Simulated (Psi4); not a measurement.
Complex: HCl (SMILES Cl) (first 2 atoms) with ClH3Si (SMILES [SiH3]Cl); geometry from B3LYP-D3(BJ)/def2-TZVP.
(charge 0, multiplicity 1):
```tsv
atom	x (Å)	y (Å)	z (Å)
Cl	-0.3135	-0.4178	0.9692
H	0.5898	-0.1007	1.8322
Si	-0.5310	0.3603	4.7936
Cl	1.4198	0.4967	4.0786
H	-1.0033	-1.0155	4.5609
H	-1.3511	1.3404	4.0609
H	-0.4903	0.6721	6.2343
```

The numbers are results of SAPT0/jun-cc-pV(D+d)Z run with Psi4, not measurements.

Question: Which attractive term is largest, and how does the interaction split up?

Answer: electrostatics -156.2, exchange 242.0, induction -69.7, dispersion -81.4, total -65.3 meV; the largest attraction is electrostatics.
